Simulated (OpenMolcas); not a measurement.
# Levels of Si by method

* Program: OpenMolcas 26.06
* Basis: ANO-RCC-VQZP [6s5p3d2f1g]
* Scalar Hamiltonian: DKH2, point nucleus
* Active space: 4 electrons in 9 orbitals (RAS2 3s 3p; RAS3 3d, at most 2 electrons)
* State averaging: 2S+1 = 3 even, 3 roots; 2S+1 = 1 even, 6 roots; 2S+1 = 5 odd, 1 root; 2S+1 = 3 odd, 8 roots; 2S+1 = 1 odd, 5 roots
* Spin-orbit coupling: RASSI with atomic mean-field integrals over the reference wave functions, term energies averaged over their components

Methods on the same reference wave functions:
A. RASSCF
B. SS-RASPT2, IPEA 0.25 Eh, imaginary shift 0.1 Eh (closed shells correlated: 2s 2p)

Energies in cm-1 above 3s2 3p2 3P0, the measured ground level; measured values from NIST Handbook of Basic Atomic Spectroscopic Data.

```json
{"Level": "3s2 3p2 3P0", "A": "0.0", "B": "0.0", "Measured": "0.0"}
{"Level": "3s2 3p2 3P1", "A": "66.8", "B": "67.2", "Measured": "77.1"}
{"Level": "3s2 3p2 3P2", "A": "196", "B": "196", "Measured": "223"}
{"Level": "3s2 3p2 1D2", "A": "8692", "B": "6230", "Measured": "6299"}
{"Level": "3s2 3p2 1S0", "A": "19434", "B": "15480", "Measured": "15394"}
{"Level": "3s 3p3 5S* 2", "A": "29114", "B": "31850", "Measured": "33326"}
{"Level": "3s 3p3 3D* 1", "A": "46532", "B": "45480", "Measured": "45276"}
{"Level": "3s 3p3 3D* 2", "A": "46539", "B": "45490", "Measured": "45294"}
{"Level": "3s 3p3 3D* 3", "A": "46552", "B": "45500", "Measured": "45322"}
```

Deviations, from unrounded energies. A percentage is the sum of absolute deviations over the sum of measured energies, with the sign that they share, or ± where signs differ.

| Against measurement | Levels | A | B |
| --- | --- | --- | --- |
| mean absolute deviation (cm-1) | 8 | 1800 | 280 |
| fine structure of the ground term (%) | 2 | -12.5 | -12.4 |
| other terms of the ground configuration (%) | 2 | +29.7 | ±0.7 |
| other configurations (%) | 4 | ±4.7 | ±1.2 |

B lies closest to measurement on these levels. The largest miss of B in the table is 3s 3p3 5S* 2, by -1500 cm-1. The ranking rests on the paired levels alone, and a cruder setting can come out closer through cancelling errors.

From A to B the spin-free energies of the other terms of 3s2 3p2 shown, above 3P, scale by factors of 0.71 to 0.80.

The lowest spin-free term lies below A's lowest term by 0.074 hartree in B.

CASPT2 breaks the degeneracy within a term, and the mean is taken; among the terms shown or strongly mixed into the levels shown the widest spread is 19 cm-1 (3s2 3p2 1D, B). The run also gave levels led by 3s2 3p 3d, which use shells meant for correlation; these and all levels above them are left out. Some terms mix strongly with configurations of 3d, whose occupation reaches 0.32 (3s 3p3 3D*). Without dynamic correlation excited terms often stand tens of per cent too high (terms of higher spin than the ground term too low), and those without a measured partner can miss by more than the paired ones (holds for A). Computed and measured levels are paired by configuration, term and J; levels that our copy of the source lacks, or whose pairing is in doubt (as where it misses far off the trend of its configuration), stay unpaired and out of the deviations. Levels of configurations outside the active space are missing. The table leaves out levels that lie high or whose names do not pair safely across all columns.

* marks odd parity.
